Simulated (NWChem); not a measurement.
# SiH4S3; SMILES S[SiH](S)S

```xyz
8

Si     0.0000     0.0000    -0.2257
S     -2.0025     0.2013     0.5381
S      1.1755     1.6336     0.5381
S      0.8269    -1.8348     0.5381
H      0.0000     0.0000    -1.7297
H     -2.3062     1.2549    -0.2758
H      2.2399     1.3698    -0.2758
H      0.0663    -2.6247    -0.2758
```
Atoms are numbered in this order, from 1.

All runs: NWChem. Pople sets run with spherical d functions. Structure relaxed at the PBE-D3(BJ)/def2-SVP level. Vzz is the largest principal value of the second derivative of the potential at the nucleus (NWChem prints the opposite sign); η is the asymmetry. Non-relativistic.

Order these runs by computing time, cheapest first, and give rough ratios: CAM-B3LYP/6-31G*; CAM-B3LYP/cc-pVTZ; Hartree-Fock/def2-SVP.

Hartree-Fock/def2-SVP (1), CAM-B3LYP/6-31G* (6), CAM-B3LYP/cc-pVTZ (90). Ratios are rough, from one shared machine; the cheapest took very roughly 8 core-seconds. What differs between the cheapest and the dearest: Vzz S4 (a.u.) -2.056 → -2.051; η S4 0.81 → 0.75.
